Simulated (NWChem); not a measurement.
CdIF; SMILES [F][Cd][I]

```xyz
3

Cd     0.4223    -0.8358     0.0000
F      1.0281    -2.6704     0.0000
I     -0.3839     1.6035     0.0000
```
Atoms are numbered in this order, from 1.

Level: PBE0/def2-SVP with def2 effective core potentials on Cd, I (NWChem), optimised geometry, unscaled harmonic frequencies. def2 effective core potentials on Cd, I; no spin-orbit coupling.

Question: List the harmonic frequencies with IR intensities, and the thermochemistry.

Answer: 
| frequency (cm⁻¹) | IR intensity (km/mol) |
|---|---|
| 97 | 14.9 |
| 215 | 4.1 |
| 621 | 67.5 |

The zero-point energy is 1.3 kcal/mol and the thermal correction to the enthalpy at 298.15 K (with zero-point energy) is 4.6 kcal/mol. The heat capacity Cv comes out as 10.7 cal/(mol K) and the entropy at 298.15 K and 1 atm (symmetry number 1) is 60.5 cal/(mol K).

Rigid rotor and harmonic oscillator; modes under 100 cm⁻¹ make the entropy uncertain.
